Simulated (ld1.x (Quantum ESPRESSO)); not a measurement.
What one change does to a pseudopotential (Mo (Z = 42), TM)

ld1.x (Quantum ESPRESSO) 7.5 input, shortened:

```
&input
   title='Mo', zed=42., rel=1, dft='PBE', iswitch=3,
   config='[Kr] 4d5 5s1 5p0'
 /
 &inputp
   pseudotype=2, tm=.true., lloc=0,
   nlcc=.false.
 /
3
5P  2  1   0.00   0.00  3.45  3.45  0.0
4D  3  2   5.00   0.00  1.60  1.60  0.0
5S  1  0   1.00   0.00  2.95  2.95  0.0
 &test
   configts(1)='4d5 5s1 5p0'
 /
```

All-electron outer shells of the reference configuration (PBE, scalar-relativistic, ld1.x):

| shell | level (eV) | outermost node (bohr) | outermost maximum (bohr) |
| --- | --- | --- | --- |
| 4s | -64.35 | 0.51 | 0.99 |
| 4p | -38.49 | 0.52 | 1.08 |
| 5s | -4.09 | 1.34 | 2.93 |
| 4d | -3.75 | 0.53 | 1.38 |
| 5p | -1.04 | 1.54 | 4.11 |

Change: wave 4d (bound): rc 1.60 bohr becomes 4d (bound): rc 1.98 bohr.

Cutoffs: the cutoffs (Ry, on a coarse ladder) from which the occupation-weighted sum of valence levels, in a spherical-Bessel basis at the reference potential, stays within 10 and 1 mRy of its value at 400 Ry; they do not see the model core or the augmentation charge, which bear on the density cutoff. Errors are all-electron minus pseudo energies relative to the spin-unpolarised reference configuration.

**Question.** How do hardness, ghosts and transferability respond?

**Answer.** The potential gets softer (45 Ry and 50 Ry → 40 Ry and 45 Ry); the errors of the 7 common tests hardly move; neither file shows a bound ghost. A larger radius leaves more room for a smooth pseudo-wave, so fewer plane waves are needed.

```tsv
quantity	base	changed
cutoff, loose	45 Ry	40 Ry
cutoff, tight	50 Ry	45 Ry
bound ghosts	none	none
error for 4d5 5s0 5p0, meV [ΔE 6.89 eV]	+16	+16
error for 4d4 5s0 5p0, meV [ΔE 22.35 eV]	+3.7	+3.9
error for 4d3 5s0 5p0, meV [ΔE 49.10 eV]	-206	-200
error for 4d4 5s1 5p1, meV [ΔE 3.74 eV]	-81	-80
error for 4d2 5s0 5p0, meV [ΔE 88.60 eV]	-524	-495
error for 4d4 5s1 5p0, meV [ΔE 8.06 eV]	-54	-54
error for 4d5.5 5s0.5 5p0, meV [ΔE 0.28 eV]	-14	-14
s: phases at 3.74 bohr within 0.05 rad from the reference energy up to (Ry; the scan ends near 5)	1.3	1.3
p: phases at 3.74 bohr within 0.05 rad from the reference energy up to (Ry; the scan ends near 5)	1.8	1.8
d: phases at 3.74 bohr within 0.05 rad from the reference energy up to (Ry; the scan ends near 5)	0.5	0.5
```
